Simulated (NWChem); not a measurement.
Species: CH4ClFOSi; SMILES C[Si@](O)(F)Cl

```xyz
9

C      1.6378     1.1041     0.0660
Si    -0.0343     0.3422    -0.0071
O     -0.8250     0.8707    -1.3442
F     -0.8904     0.7256     1.3126
Cl     0.0587    -1.7174    -0.0031
H      2.2276     0.8229    -0.8185
H      2.1748     0.7699     0.9655
H      1.5531     2.2010     0.0946
H     -1.6857     0.4905    -1.5451
```
Atoms are numbered in this order, from 1.

All runs: NWChem. Pople sets run with spherical d functions. The geometry was optimised at PBE0/def2-SVP. B3LYP is NWChem's, with the RPA form of VWN correlation. Vertical excitations in the gas phase; the lowest state need not have the same character in each row.

For level B3LYP/6-31+G*, full TDDFT:

```
Property                                  Result
----------------------------------------  ------
lowest excitation, singlet (eV)             7.59
oscillator strength of that lowest state   0.030
lowest state with f > 0.02, singlet (eV)    7.59
oscillator strength of that bright state   0.030
orbital gap (eV)                            8.50
```

### Question
Estimate the same quantities for level PBE/6-31+G*, full TDDFT.

### Answer
The lowest excitation, singlet (eV) is 6.94, the oscillator strength of that lowest state is 0.019 and the lowest state with f > 0.02, singlet (eV) is 7.09. The oscillator strength of that bright state is 0.055 and the orbital gap (eV) comes out as 6.87.
